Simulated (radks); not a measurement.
Coherent X-ray form factor from a spherical all-electron density. Calculated with a radial shooting solver on a logarithmic mesh with Libxc functionals: scalar-relativistic Kohn-Sham, PBE, spin-polarised, spherical densities, finite nucleus; Fermi nuclear charge, rms radius of each element as measured or else 0.836 A^(1/3) + 0.57 fm.

sin(theta)/lambda (1/angstrom)  f0 (electrons)
0.05                                    21.829
0.1                                     21.329
0.15                                    20.541
0.2                                     19.522
0.25                                    18.343
0.3                                     17.075
0.4                                     14.521
0.5                                     12.237
0.6                                     10.396
0.8                                      8.009
1                                        6.751
1.25                                     5.780
1.5                                      4.951
2                                        3.442

The species is in the configuration that NIST lists as its ground one. Which atom or ion scatters so?

Answer. The cobalt ion Co5+, [Ar] 3d4. Extrapolating in s^2 from the first two rows gives f0(0) = 22.0, near the electron count 22; among species with that count, the fall with angle is slower the higher Z, and the table is that of Z = 27; from so few rows the species is fixed only to a neighbour or two.
